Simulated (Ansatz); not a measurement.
`[CH3][Nb](=[NH])([NH2])[F]` + HCl → `[NH]=[Nb]([NH2])([F])[Cl]` + CH₄  (ligand exchange at the Nb–C bond)

Isolated molecules relaxed with PBE0-D4/def2-TZVP in Ansatz; ΔE leaves out vibrations. CCSD(T)/CBS adds triple-zeta CCSD(T) − MP2 to the extrapolated MP2 energy (def2 sets, frozen cores). This one scheme is used for every species. DFT in def2-TZVPP. B3LYP here is the variant with VWN-RPA as its local correlation; programs differ in this. HSE06 is defined as in plane-wave codes. Elements past krypton have def2 core potentials. For Nb outer-core shells are correlated without core-valence functions, which leaves a few kJ/mol of doubt a bond. One conformer a species, not always the lowest.

`[CH3][Nb](=[NH])([NH2])[F]`:

Cartesian coordinates in Å:
```
C -0.102 0.240 1.650
Nb 0.563 -0.147 -0.366
N 0.103 -1.805 -0.648
N -0.592 0.909 -1.547
F 2.416 0.212 -0.476
H -1.160 0.007 1.792
H 0.476 -0.378 2.346
H 0.063 1.294 1.904
H 0.024 -2.797 -0.817
H -0.486 1.909 -1.668
H -1.304 0.556 -2.168
```

HCl:

```xyz
2

Cl   -0.183    0.277   -0.546
H     0.183   -0.277    0.546
```

`[NH]=[Nb]([NH2])([F])[Cl]`:

```xyz
8

N    -0.068    1.391   -0.926
Nb    0.569    0.208    0.172
N    -0.794   -1.184    0.146
F     2.213   -0.459   -0.446
Cl    0.767    1.111    2.294
H    -0.320    2.141   -1.551
H    -1.655   -1.174   -0.378
H    -0.712   -2.034    0.689
```

CH₄:

```xyz
5

C     0.000    0.000    0.000
H    -0.017   -1.089   -0.020
H     1.028    0.346    0.107
H    -0.593    0.357    0.842
H    -0.418    0.386   -0.929
```

```tsv
level	ΔE (kJ/mol)	difference from CCSD(T)/CBS
BLYP-D4	-190.2	-5.3
PBE0-D4	-188.3	-3.4
B3LYP-D4	-191.5	-6.6
HSE06-D4	-188.4	-3.5
ωB97X-V	-188.8	-3.9
B2PLYP	-194.9	-10.0
revPBE	-188.2	-3.3
r2SCAN	-195.1	-10.2
PBE0	-188.9	-4.0
r2SCAN0	-193.7	-8.8
LC-ωPBE	-187.3	-2.4
RPA@PBE/def2-TZVPP	-178.6	6.3
HF/def2-TZVPP	-199.0	-14.1
CCSD(T)/def2-TZVPP	-184.0	0.9
MP2/def2-QZVPP	-195.6	-10.7
CCSD/CBS(def2)	-183.3	1.6
CCSD(T)/CBS	-184.9	0
```

Q: What do rigid-rotor, harmonic-oscillator terms from PBE0-D4/def2-TZVP frequencies (298.15 K, 1 bar) make of the CCSD(T)/CBS value? (An estimate is asked.)

A: The calculation gave: ΔZPE = +12.0 kJ/mol, ΔH = -174.1 kJ/mol, ΔS = -11 J/(mol·K), ΔG = -170.9 kJ/mol.

Largest T1 diagnostic among the species: 0.020, so the coupled-cluster value is less sure than usual.

At CCSD(T), def2-SVP lies −9.7 kJ/mol from the extrapolated value and def2-TZVPP +0.9 kJ/mol. In def2-TZVPP, CCSD(T) changes the Hartree–Fock value by +15.0 kJ/mol (the triples alone add −1.5 kJ/mol) and MP2 by +3.8 kJ/mol. Leaving LDA and LC-ωPBE aside and taking each functional with its dispersion term where it has one, the values, not all of them listed here, spread over 12.1 kJ/mol, from B97M-V to ωB97M-V. LDA lies +4.0 kJ/mol from PBE without D4.
